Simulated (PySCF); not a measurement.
# Radial density of Sn (tin, neutral)

UHF, [Kr] 4d10 5s1 5p2 5d1, one real determinant (an excited configuration). Computed with PySCF 2.14 in aug-cc-pVTZ-PP with ECP28MDF (6s5p4d2f, 55 functions), with scalar relativity through the core potential. This is the valence pseudo-density: the core potential removes the inner electrons and smooths the orbitals near the nucleus.

```csv
r (bohr),4πr²ρ (e/bohr),4πr²(ρα − ρβ)
0.00444,1.335e-05,0.0000
0.00747,3.506e-05,0.0000
0.0126,8.265e-05,0.0000
0.0211,0.0001641,0.0000
0.0356,0.0002956,0.0000
0.0598,0.0005887,0.0000
0.101,0.002854,0.0001
0.169,0.03205,0.0002
0.285,0.5505,0.0052
0.479,8.031,0.1141
0.805,23.03,0.0661
1.35,8.512,0.3598
2.28,1.936,1.4411
3.83,0.6322,0.6286
6.45,0.2081,0.2081
10.8,0.006318,0.0063
```

⟨L²⟩ = 7.99 against 12 for a pure F term, so this real determinant mixes terms. Energies and moments cover only the electrons outside the core potential. The outer electron is Rydberg-like, and this basis confines it to a smaller radius and binds it less than a complete one would.
